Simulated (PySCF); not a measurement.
## Substituent effects on chemical shifts

Parent skeleton `[CH2:1]=[CH:2][SiH2:3][C:4](=[CH2:5])[O:6][SiH3:7]`; one hydrogen on atom 3 is replaced by X. Hydrogens on one atom are averaged.

Theory: σ from GIAO-PBE0/pcSseg-1, geometry: GFN2-xTB, in PySCF 2.14.0 with density-fitted response routines (isolated molecule, non-relativistic, one computed conformer, equivalent nuclei averaged).

Referencing at the same level of theory: 13C (σref 186.93), 29Si (σref 349.16), 1H (σref 31.72) vs TMS; H2O for 17O (σref 336.08).

Parent (X = H): C1 145.4, C2 139.4, Si3 -50.8, C4 169.6, C5 108.5, O6 106.4, Si7 -46.6, H(C1) 6.42, H(C2) 6.52 ppm. Effects are Δδ = δ(X) − δ(H), positive for deshielding.

Four derivatives gave (Δδ, ppm):
```
compound    C1    C2    Si3    C4    C5    O6   Si7  H(C1)  H(C2)
       1  -0.5  -1.4  +10.9  +1.1  -0.4  +1.4  +2.0  +0.00  +0.44
       2  -0.4  +3.0  +20.8  -1.4  -1.8  -9.8  +0.4  +0.03  -0.07
       3  -0.4  +0.8   -7.6  -1.1  +0.1  -6.4  +1.2  -0.01  -0.05
       4  +2.8  -2.4  +20.1  -1.8  +1.9  -4.7  +2.9  +0.13  +0.22
```

Question: Their substituents are CHCl2, CHO, OCH3, ethynyl. Which is which?

Answer: 1: X = CHO (C=C[Si@H](C=O)C(=C)O[SiH3]); 2: X = OCH3 (C=C[Si@@H](OC)C(=C)O[SiH3]); 3: X = ethynyl (C#C[Si@@H](C=C)C(=C)O[SiH3]); 4: X = CHCl2 (C=C[Si@@H](C(=C)O[SiH3])C(Cl)Cl).

Experimental scales use liquid or dissolved standards, which lie at an offset from isolated H2O (liquid H2O: subtract about 36 ppm).
